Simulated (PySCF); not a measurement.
# Adding and removing an electron: SnF

UHF; Sn def2-TZVPPD with ECP28, F def2-TZVPPD; scalar-relativistic core potentials (PySCF 2.14). Neutral (UHF): doublet (π ↑), Re = 1.928 Å, ωe = 605 cm⁻¹, De = 3.07 eV, HOMO -7.24 eV, LUMO -0.33 eV.

SnF⁺ (RHF): singlet (closed shell), Re = 1.852 Å, ωe = 733 cm⁻¹, De = 3.17 eV to Sn⁺ + F. The energies at the minima are -312.86507 hartree for SnF and -312.61677 for SnF⁺.

(1) Work out the adiabatic ionisation energy, without and with harmonic zero-point energies (1 hartree = 27.2114 eV, 1 eV = 8065.5 cm⁻¹), and the change of the bond length.

SnF⁻ (UHF): triplet (π ↑↑), Re = 2.016 Å, ωe = 473 cm⁻¹. The energies at the minima are -312.86507 hartree for SnF and -312.89567 for SnF⁻.

(2) Work out the adiabatic electron affinity, without and with harmonic zero-point energies (1 hartree = 27.2114 eV, 1 eV = 8065.5 cm⁻¹), and the change of the bond length.

Spin–orbit coupling is left out, which matters for elements this heavy, above all for dissociation energies. For an ion De counts to the pair picked by the measured ionisation energies or electron affinities, which need not be the lowest pair at this level. Where the molecule has an RHF reference, its open-shell atoms are computed with UHF. Hartree–Fock leaves out correlation, which carries a large part of most bond energies and some tenths to 1 eV of ionisation energies. States were picked by a PBE0 search and need not be the measured ground states.

Neutral and ion stand on different kinds of reference determinant, which adds to the error of the difference.

## Answers

(1) At HF: 0.24830 hartree = 6.757 eV between the minima; the zero-point term (733.0 − 605.0)/2 cm⁻¹ = +0.008 eV makes it 6.765 eV. Re changes by -7.6 pm against the neutral. The electron leaves a π orbital, and the shorter bond of the ion fits an antibonding orbital, or a change in how ionic the bond is.

(2) At UHF: 0.03060 hartree = 0.833 eV between the minima; the zero-point term (605.0 − 473.0)/2 cm⁻¹ = +0.008 eV makes it 0.841 eV. Re changes by +8.8 pm against the neutral. The electron enters a π orbital, and the longer bond of the ion fits an antibonding orbital, or a change in how ionic the bond is.
